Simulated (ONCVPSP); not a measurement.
## oxygen: excitation energies, all-electron against ONCV

oxygen, optimised norm-conserving Vanderbilt (ONCV), made with ONCVPSP 4.0.1 (LDA (Perdew-Zunger), scalar-relativistic). Core [He], reference 2s1.75 2p4.25. Waves: 2s: rc 0.70 bohr, ncon 4, nbas 7, qcut 7.8 1/bohr, 2 projectors, debl 2.9 Ha; 2p: rc 1.90 bohr, ncon 4, nbas 8, qcut 5.6 1/bohr, 2 projectors, debl 1.7 Ha; d scattering state at 0.11 Ha: rc 2.00 bohr, ncon 4, nbas 8, qcut 5 1/bohr, 2 projectors, debl 0.7 Ha. Local part: polynomial inside 0.60 bohr (lpopt 5, dvloc0 1 Ha). Core correction: none.

Energies are relative to the spin-unpolarised reference configuration 2s1.75 2p4.25; without spin polarisation the order of configurations can differ from experiment.

```csv
valence configuration,charge,ΔE all-electron (eV),error AE − PS (meV)
2s2 2p4,0,-3.640,-0.8
2s2 2p2,+2,46.651,+1137
```

(1) What are ΔE and the potential's error for 2s2 2p3?

(2) What are ΔE and the potential's error for 2s2 2p1?

Levels in the configuration 2s2 2p4:

| level | all-electron (eV) | pseudo (eV) |
| --- | --- | --- |
| 2s | -23.753 | -23.709 |
| 2p | -9.198 | -9.161 |

Note: no bound ghost flagged; GHOST(+) flagged for d at 54.8 eV.

## Answers

(1) ΔE = 12.943 eV all-electron; the error (AE − PS) is +197 meV.

(2) ΔE = 100.615 eV all-electron; the error (AE − PS) is +3674 meV.
